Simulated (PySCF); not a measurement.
Sn(F)2(Me)(OH) (CH₄F₂OSn), SMILES [CH3][Sn]([F])([OH])[F].

Coordinates come from a PBE-D3(BJ)/def2-SVP optimisation. The structure was generated by enumeration; whether it is a known compound was not checked. The def2 effective core potentials stand for the cores of Sn; spin–orbit coupling is left out. The values are those of a single conformer.

Level of theory: PBE-D3(BJ)/def2-SVP in PySCF.

Frequencies are harmonic and unscaled.

Task: List the normal modes with their intensities. (Estimate from the structure and the level; the computed values follow.)

Result: 
```
mode  ν (cm⁻¹)  IR (km/mol)   moving atoms (share of kinetic energy)
----  --------  -----------  ---------------------------------------
1           63          0.3                                   H 98 %
2          107         12.5                   F 47 %, H 28 %, C 18 %
3          118          0.0           C 33 %, O 26 %, H 21 %, F 13 %
4          141          2.0  H 36 %, Sn 17 %, F 17 %, C 16 %, O 15 %
5          171         15.7                          F 81 %, Sn 13 %
6          180         45.9                  F 51 %, O 22 %, Sn 20 %
7          216        106.9                   H 52 %, O 35 %, F 11 %
8          514          1.4                           C 68 %, H 16 %
9          606         41.8                  F 60 %, O 24 %, Sn 11 %
10         614         56.2                          F 84 %, Sn 16 %
11         618         69.2                  O 59 %, F 24 %, Sn 16 %
12         757         19.0                           H 84 %, C 15 %
13         760         27.9                           H 83 %, C 16 %
14         861         79.2                                   H 92 %
15        1155          0.5                           H 83 %, C 17 %
16        1377          5.2                                   H 95 %
17        1379          4.8                                   H 95 %
18        3006          0.1                                   H 98 %
19        3137          1.1                           H 90 %, C 10 %
20        3137          1.1                           H 90 %, C 10 %
21        3703         72.5                                   H 94 %
```
